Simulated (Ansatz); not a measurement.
Computed with Ansatz on PBE0-D4/def2-TZVP structures; ΔE is electronic, products minus reactants. CCSD(T)/CBS is the MP2 limit (def2-TZVPP, def2-QZVPP) plus CCSD(T) − MP2 in def2-TZVPP, frozen cores. This one scheme is used for every species. Functionals use def2-TZVPP. B3LYP here is the variant with VWN-RPA as its local correlation; programs differ in this. HSE06 is defined as in plane-wave codes. For Br outer-core shells are correlated without core-valence functions, which leaves a few kJ/mol of doubt a bond. Scalar relativity is left out up to krypton. Each species was taken in one conformer, which may not be the lowest.

`F[Si]Br` + H₂S → `S[Si]Br` + H–F  (ligand exchange at the Si–F bond)

```json
{"level": "PBE-D4", "ΔE (kcal/mol)": "12.2", "difference from CCSD(T)/CBS": "-2.0"}
{"level": "revPBE-D4", "ΔE (kcal/mol)": "11.3", "difference from CCSD(T)/CBS": "-2.9"}
{"level": "BLYP-D4", "ΔE (kcal/mol)": "15.7", "difference from CCSD(T)/CBS": "1.5"}
{"level": "B97M-V", "ΔE (kcal/mol)": "16.4", "difference from CCSD(T)/CBS": "2.2"}
{"level": "PBE0-D4", "ΔE (kcal/mol)": "12.3", "difference from CCSD(T)/CBS": "-1.9"}
{"level": "B3LYP-D4", "ΔE (kcal/mol)": "15.8", "difference from CCSD(T)/CBS": "1.6"}
{"level": "r2SCANh-D4", "ΔE (kcal/mol)": "14.3", "difference from CCSD(T)/CBS": "0.1"}
{"level": "r2SCAN0-D4", "ΔE (kcal/mol)": "14.1", "difference from CCSD(T)/CBS": "-0.1"}
{"level": "HSE06-D4", "ΔE (kcal/mol)": "12.1", "difference from CCSD(T)/CBS": "-2.1"}
{"level": "BHLYP-D4", "ΔE (kcal/mol)": "16.5", "difference from CCSD(T)/CBS": "2.3"}
{"level": "CAM-B3LYP-D4", "ΔE (kcal/mol)": "18.5", "difference from CCSD(T)/CBS": "4.3"}
{"level": "ωB97X-V", "ΔE (kcal/mol)": "17.0", "difference from CCSD(T)/CBS": "2.8"}
{"level": "ωB97M-V", "ΔE (kcal/mol)": "16.8", "difference from CCSD(T)/CBS": "2.6"}
{"level": "B2PLYP", "ΔE (kcal/mol)": "16.7", "difference from CCSD(T)/CBS": "2.5"}
{"level": "PBE-QIDH", "ΔE (kcal/mol)": "13.3", "difference from CCSD(T)/CBS": "-0.9"}
{"level": "PBE", "ΔE (kcal/mol)": "13.3", "difference from CCSD(T)/CBS": "-0.9"}
{"level": "revPBE", "ΔE (kcal/mol)": "13.4", "difference from CCSD(T)/CBS": "-0.8"}
{"level": "BLYP", "ΔE (kcal/mol)": "18.1", "difference from CCSD(T)/CBS": "3.9"}
{"level": "r2SCAN", "ΔE (kcal/mol)": "14.7", "difference from CCSD(T)/CBS": "0.5"}
{"level": "B3LYP", "ΔE (kcal/mol)": "17.7", "difference from CCSD(T)/CBS": "3.5"}
{"level": "r2SCANh", "ΔE (kcal/mol)": "14.5", "difference from CCSD(T)/CBS": "0.3"}
{"level": "r2SCAN0", "ΔE (kcal/mol)": "14.4", "difference from CCSD(T)/CBS": "0.2"}
{"level": "HSE06", "ΔE (kcal/mol)": "13.1", "difference from CCSD(T)/CBS": "-1.1"}
{"level": "BHLYP", "ΔE (kcal/mol)": "18.5", "difference from CCSD(T)/CBS": "4.3"}
{"level": "CAM-B3LYP", "ΔE (kcal/mol)": "19.6", "difference from CCSD(T)/CBS": "5.4"}
{"level": "LC-ωPBE", "ΔE (kcal/mol)": "16.7", "difference from CCSD(T)/CBS": "2.5"}
{"level": "RPA@PBE/def2-TZVPP", "ΔE (kcal/mol)": "16.3", "difference from CCSD(T)/CBS": "2.1"}
{"level": "HF/def2-SVP", "ΔE (kcal/mol)": "18.0", "difference from CCSD(T)/CBS": "3.8"}
{"level": "MP2/def2-SVP", "ΔE (kcal/mol)": "15.0", "difference from CCSD(T)/CBS": "0.8"}
{"level": "CCSD/def2-SVP", "ΔE (kcal/mol)": "16.4", "difference from CCSD(T)/CBS": "2.2"}
{"level": "CCSD(T)/def2-SVP", "ΔE (kcal/mol)": "15.7", "difference from CCSD(T)/CBS": "1.5"}
{"level": "HF/def2-TZVPP", "ΔE (kcal/mol)": "20.1", "difference from CCSD(T)/CBS": "5.9"}
{"level": "MP2/def2-TZVPP", "ΔE (kcal/mol)": "13.7", "difference from CCSD(T)/CBS": "-0.5"}
{"level": "CCSD/def2-TZVPP", "ΔE (kcal/mol)": "16.4", "difference from CCSD(T)/CBS": "2.2"}
{"level": "CCSD(T)/def2-TZVPP", "ΔE (kcal/mol)": "15.2", "difference from CCSD(T)/CBS": "1.0"}
{"level": "HF/def2-QZVPP", "ΔE (kcal/mol)": "20.8", "difference from CCSD(T)/CBS": "6.6"}
{"level": "MP2/def2-QZVPP", "ΔE (kcal/mol)": "13.3", "difference from CCSD(T)/CBS": "-0.9"}
{"level": "SCS-MP2/def2-QZVPP", "ΔE (kcal/mol)": "15.4", "difference from CCSD(T)/CBS": "1.2"}
{"level": "MP2/CBS(def2)", "ΔE (kcal/mol)": "12.6", "difference from CCSD(T)/CBS": "-1.6"}
{"level": "CCSD/CBS(def2)", "ΔE (kcal/mol)": "15.3", "difference from CCSD(T)/CBS": "1.1"}
{"level": "CCSD(T)/CBS", "ΔE (kcal/mol)": "14.2", "difference from CCSD(T)/CBS": "0"}
```

Largest T1 diagnostic among the species: 0.012.

Leaving LDA and LC-ωPBE aside and taking each functional with its dispersion term where it has one, the values spread over 7.2 kcal/mol, from revPBE-D4 to CAM-B3LYP-D4. The D4 term adds −1.9 kcal/mol with B3LYP and −1.0 kcal/mol with PBE0; it sums over pairs of atoms, weighted by their polarisabilities, and B3LYP, whose exchange is more repulsive, gets the larger term.
